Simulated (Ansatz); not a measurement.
Reaction (atomization): `O[Si@H]1B[Si@@H]1[SiH3]` → B• + 7 H• + O• + 3 Si•

Gas-phase electronic energies from Ansatz, PBE0-D4/def2-TZVP geometries. CBS: MP2 limit from def2 TZ/QZ plus the TZ coupled-cluster correction, frozen cores. This one scheme is used for every species, atoms too. DFT in def2-TZVPP. Open shells (•) are unrestricted, without spin–orbit coupling. Spin–orbit coupling would lower the free atoms: a little for B, O, Si. One conformer a species, not always the lowest.

```tsv
species	ωB97X-V energy (Eh)
`O[Si@H]1B[Si@@H]1[SiH3]`	-972.63041
B•	-24.65377
H•	-0.50049
O•	-75.06843
Si•	-289.31746
```

Problem. Work out ΔE.

Solution. ΔE = 7 × (-0.50049) + 3 × (-289.31746) + (-24.65377) + (-75.06843) − (-972.63041) = 1.45240 Eh = +911.4 kcal/mol. CCSD(T)/CBS gives +907.3 kcal/mol.

Problem. What do rigid-rotor, harmonic-oscillator terms from PBE0-D4/def2-TZVP frequencies (298.15 K, 1 bar) make of the CCSD(T)/CBS value? (An estimate is asked.)

Solution. The calculation gave: ΔZPE = -43.4 kcal/mol, ΔH = +875.3 kcal/mol, ΔS = 1225 J/(mol·K), ΔG = +788.0 kcal/mol. Open shells count their whole term as degenerate. Modes under 50 cm⁻¹ make the entropy rough.

Largest T1 diagnostic among the species: 0.015.

From BLYP to BHLYP (50 % exact exchange), in def2-TZVPP and without D4, ΔE moves by −9.9 kcal/mol: exact exchange takes away binding that semilocal exchange gives to molecules. The D4 term adds +12.6 kcal/mol with B3LYP and +6.7 kcal/mol with PBE0; it sums over pairs of atoms, weighted by their polarisabilities, and B3LYP, whose exchange is more repulsive, gets the larger term. In def2-TZVPP, CCSD(T) changes the Hartree–Fock value by +221.2 kcal/mol (the triples alone add +14.8 kcal/mol) and MP2 by +228.1 kcal/mol; breaking electron pairs costs correlation energy, which Hartree–Fock lacks.

B3LYP here is the variant with VWN-RPA as its local correlation; programs differ in this.

For atomizations the MP2-based limit and the directly extrapolated one differ by several kJ/mol either way, and by 10 to 25 for some Ge, Se and Sn compounds, so smaller differences from it don't rank the levels.
